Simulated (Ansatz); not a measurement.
C3H6O2Si can be A, `C=C1C[SiH](O)O1`, or B, `C=COC(=O)[SiH3]`.

Gas-phase electronic energies from Ansatz, PBE0-D4/def2-TZVP geometries. CCSD(T)/CBS adds triple-zeta CCSD(T) − MP2 to the extrapolated MP2 energy (def2 sets, frozen cores). Functionals use def2-TZVPP. B3LYP here is the variant with VWN-RPA as its local correlation; programs differ in this. One conformer a species, not always the lowest.

A:

```xyz
12

C    -1.8778    0.5376    0.9537
C    -0.6851    0.2993    0.4336
C    -0.2214    0.1145   -0.9995
Si    1.4526   -0.0156   -0.1766
O     2.3137   -1.3979   -0.2107
O     0.4788    0.1777    1.1820
H    -2.7414    0.6166    0.3082
H    -2.0055    0.6573    2.0215
H    -0.6153   -0.7854   -1.4747
H    -0.4167    0.9712   -1.6448
H     2.4584    1.0494   -0.3554
H     1.8597   -2.2246   -0.0372
```

B:

```xyz
12

C    -0.701   -0.913    2.430
C    -0.948   -0.572    1.178
O     0.072   -0.108    0.379
C    -0.223    0.234   -0.903
O    -1.321    0.154   -1.379
Si    1.301    0.867   -1.883
H     0.292   -0.840    2.855
H    -1.508   -1.276    3.051
H    -1.915   -0.622    0.696
H     2.531    0.804   -1.060
H     1.001    2.263   -2.278
H     1.421    0.008   -3.084
```

(1) Which is lower in electronic energy at CCSD(T)/CBS, and by how much? (An estimate is asked.)

(2) Give E(B) − E(A) in kcal/mol with PBE-D4, MP2/def2-TZVPP, CCSD/def2-TZVPP, HF/def2-TZVPP, PBE0-D4, CCSD(T)/def2-TZVPP, B3LYP-D4. (Estimate.)

Largest T1 diagnostic: 0.016.

## Answers

(1) The calculation gave: A, by 63.4 kcal/mol.

(2) The calculation gave: PBE-D4 55.7, MP2/def2-TZVPP 66.3, CCSD/def2-TZVPP 62.4, HF/def2-TZVPP 57.6, PBE0-D4 61.2, CCSD(T)/def2-TZVPP 61.3, B3LYP-D4 56.6. None reverses the order clearly.

The D4 term adds +1.0 kcal/mol with B3LYP and +0.5 kcal/mol with PBE0; it sums over pairs of atoms, weighted by their polarisabilities, and B3LYP, whose exchange is more repulsive, gets the larger term. In def2-TZVPP, CCSD(T) changes the Hartree–Fock value by +3.6 kcal/mol (the triples alone add −1.1 kcal/mol) and MP2 by +8.7 kcal/mol.
